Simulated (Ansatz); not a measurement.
BiF3⁺. Charge 1, multiplicity 2. Geometry PBE-D4/def2-TZVP; atoms count from 1.

```xyz
4

Bi   -0.148   -0.533    0.229
F     1.478    0.272    1.066
F    -1.576    0.850    0.433
F     0.246   -0.589   -1.728
```

In the def2 sets Bi takes a core potential; there is no spin–orbit coupling.

Question: Estimate the Mulliken populations from the PBE0/def2-TZVP orbitals of Ansatz.

Answer: 
| atom | charge (e) | spin (α − β) |
| --- | --- | --- |
| Bi1 | 1.77 | 0.21 |
| F2 | -0.26 | 0.26 |
| F3 | -0.26 | 0.26 |
| F4 | -0.26 | 0.26 |
Mulliken values depend strongly on the basis.

Question: Where does the spin sit?

Answer: Summed by element: Bi 0.21, F 0.79, of 1 unpaired in all. Largest on single atoms: F2 0.26, F3 0.26, F4 0.26.

Question: And the Mayer bond orders between heavy atoms (over 0.3)?

Answer: Bi1–F2 0.91 (2.00 Å); Bi1–F3 0.91 (2.00 Å); Bi1–F4 0.91 (2.00 Å).
